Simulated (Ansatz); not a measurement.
Program: Ansatz. Geometries: PBE0-D4/def2-TZVP. ΔE: electronic, gas phase. CCSD(T)/CBS is the MP2 limit (def2-TZVPP, def2-QZVPP) plus CCSD(T) − MP2 in def2-TZVPP, frozen cores. Functionals use def2-TZVPP. HSE06 is defined as in plane-wave codes.

Reaction (formal exchange of groups at the Si–Cl bond): `C[SiH](Cl)Cl` + `C#CC(C)(C)C` → `C#C[SiH](C)Cl` + `CC(C)(C)Cl`

`C[SiH](Cl)Cl`:

```xyz
8

C     0.867    0.341    0.444
Si   -0.627   -0.252   -0.466
Cl   -2.233    0.939   -0.016
Cl   -1.058   -2.177    0.086
H     1.725   -0.293    0.210
H     1.099    1.369    0.155
H     0.694    0.312    1.521
H    -0.467   -0.239   -1.934
```

`C#CC(C)(C)C`:

Cartesian coordinates in Å:
```
C 1.395 -2.132 0.625
C 0.757 -1.156 0.339
C -0.022 0.033 -0.010
C -1.354 -0.402 -0.628
C 0.768 0.874 -1.018
C -0.281 0.854 1.258
H 1.961 -2.997 0.878
H -1.945 0.479 -0.893
H -1.930 -1.006 0.075
H -1.190 -0.992 -1.531
H 1.724 1.190 -0.597
H 0.196 1.766 -1.286
H 0.967 0.304 -1.928
H 0.657 1.170 1.716
H -0.863 1.745 1.009
H -0.840 0.270 1.992
```

`C#C[SiH](C)Cl`:

```xyz
10

C     0.109   -2.209   -1.403
C     0.341   -1.157   -0.860
Si    0.656    0.442   -0.048
C    -0.850    1.025    0.858
Cl    2.209    0.196    1.280
H    -0.090   -3.140   -1.882
H     1.107    1.413   -1.070
H    -0.654    1.978    1.354
H    -1.149    0.294    1.613
H    -1.679    1.158    0.158
```

`CC(C)(C)Cl`:

```xyz
14

C    -0.180   -0.901   -1.124
C    -0.305    0.135   -0.025
C    -0.202   -0.496    1.349
C     0.700    1.256   -0.199
Cl   -1.966    0.870   -0.160
H    -0.934   -1.682   -1.013
H    -0.296   -0.443   -2.107
H     0.810   -1.366   -1.074
H    -0.956   -1.273    1.480
H    -0.335    0.251    2.133
H     0.787   -0.950    1.468
H     1.713    0.851   -0.124
H     0.574    2.017    0.572
H     0.590    1.731   -1.175
```

```json
{"level": "BLYP-D4", "ΔE (kJ/mol)": "82.6"}
{"level": "PBE0-D4", "ΔE (kJ/mol)": "92.5"}
{"level": "r2SCANh-D4", "ΔE (kJ/mol)": "90.1"}
{"level": "HSE06", "ΔE (kJ/mol)": "91.8"}
{"level": "RPA@PBE/def2-TZVPP", "ΔE (kJ/mol)": "80.8"}
{"level": "MP2/def2-TZVPP", "ΔE (kJ/mol)": "91.7"}
{"level": "SCS-MP2/def2-TZVPP", "ΔE (kJ/mol)": "88.2"}
{"level": "SCS-MP2/def2-QZVPP", "ΔE (kJ/mol)": "88.4"}
```

What does CCSD(T)/CBS give? (Best estimate.)

Ansatz gave: +86.7 kJ/mol. The listed levels differ from it by -4.1, 5.8, 3.4, 5.1, -5.9, 5.0, 1.5, 1.7 kJ/mol.

What do rigid-rotor, harmonic-oscillator terms from PBE0-D4/def2-TZVP frequencies (298.15 K, 1 bar) make of the CCSD(T)/CBS value? (Estimate.)

The calculation gave: ΔZPE = -2.1 kJ/mol, ΔH = +85.0 kJ/mol, ΔS = 3 J/(mol·K), ΔG = +84.1 kJ/mol.

Largest T1 diagnostic among the species: 0.011.

From r2SCAN to r2SCAN0 (25 % exact exchange), in def2-TZVPP and without D4, ΔE moves by +4.4 kJ/mol. Leaving LDA and LC-ωPBE aside and taking each functional with its dispersion term where it has one, the values, not all of them listed here, spread over 11.0 kJ/mol, from BLYP-D4 to PBE-QIDH. LDA lies +5.2 kJ/mol from PBE without D4.
